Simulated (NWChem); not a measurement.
CH3Si cation

```xyz
5

C     -0.0830     0.0000     1.0446
Si     0.3392     0.0000    -0.6195
H      0.0168    -0.9243     1.6401
H      0.0168     0.9243     1.6401
H     -0.4626     0.0000    -1.8734
```
Atoms are numbered in this order, from 1.

Results from NWChem. Pople sets run with spherical d functions. STO-3G and 3-21G are far too small for this property and stand as cheap habits. Structure relaxed at the PBE0/def2-SVP level. GIAO values for the isolated, static molecule; σ is the absolute isotropic shielding, δ = σ(reference) − σ with the isolated reference molecule computed at the same levels (13C: tetramethylsilane, 1H: tetramethylsilane, 29Si: tetramethylsilane).

```csv
level,δ C1 (ppm),δ Si2 (ppm),δ H3 (ppm),δ H5 (ppm)
KT2/pcSseg-1,159.7,439.2,10.43,11.90
Hartree-Fock/6-31G*,181.1,457.2,11.83,12.02
Hartree-Fock/STO-3G,198.0,540.8,12.72,11.58
B3LYP/6-31G*,161.5,445.0,10.56,11.93
```
